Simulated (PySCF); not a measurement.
Isomers of C8H7Cl, one GFN2-xTB conformer each. Single-point energies are computed at PBE0/pcSseg-1 (PySCF, gas phase, no added dispersion term), electronic only.

| SMILES | GFN2-xTB relative energy (kcal/mol) |
| --- | --- |
| Clc1cccc2c1CC2 | 0.0 |
| ClC1=C/C=C\C=C/C=C\1 | 41.8 |
| C=Cc1cccc(Cl)c1 | 4.7 |

Conformers: `[Cl:1][C:2]1=[CH:3]/[CH:4]=[CH:5]\[CH:6]=[CH:7]/[CH:8]=[CH:9]\1` with C2–C3–C4–C5 -58°, C4–C5–C6–C7 59°, C6–C7–C8–C9 -57°, Cl1–C2–C9–C8 -122°; `[CH2:1]=[CH:2][c:3]1[cH:4][cH:5][cH:6][c:7]([Cl:8])[cH:9]1` with C1–C2–C3–C4 180°.

What does PBE0/pcSseg-1 give for the same structures?

```tsv
SMILES	PBE0/pcSseg-1 E (Eh)	PBE0/pcSseg-1 (kcal/mol)	GFN2-xTB (kcal/mol)	point group
C=Cc1cccc(Cl)c1	-768.66302	0.0	4.7	Cs
Clc1cccc2c1CC2	-768.65218	6.8	0.0	Cs
ClC1=C/C=C\C=C/C=C\1	-768.60252	38.0	41.8	C1
```

GFN2-xTB puts Clc1cccc2c1CC2 lowest instead; measured from each level's own lowest isomer, the values differ by up to 6.8 kcal/mol (Clc1cccc2c1CC2: 0.0 against 6.8). As drawn, the lowest has an aromatic ring, which the highest lacks.

Which frontier levels, dipoles and rotational constants go with these structures?

```json
{"SMILES": "C=Cc1cccc(Cl)c1", "HOMO (eV, PBE0/pcSseg-1)": "-6.88", "LUMO (eV)": "-1.38", "dipole (D)": "1.75", "A, B, C (MHz)": "2350, 969.3, 686.2"}
{"SMILES": "Clc1cccc2c1CC2", "HOMO (eV, PBE0/pcSseg-1)": "-7.10", "LUMO (eV)": "-0.49", "dipole (D)": "1.91", "A, B, C (MHz)": "2218, 1287, 822.9"}
{"SMILES": "ClC1=C/C=C\\C=C/C=C\\1", "HOMO (eV, PBE0/pcSseg-1)": "-6.60", "LUMO (eV)": "-1.42", "dipole (D)": "1.94", "A, B, C (MHz)": "2512, 1073, 856.9"}
```
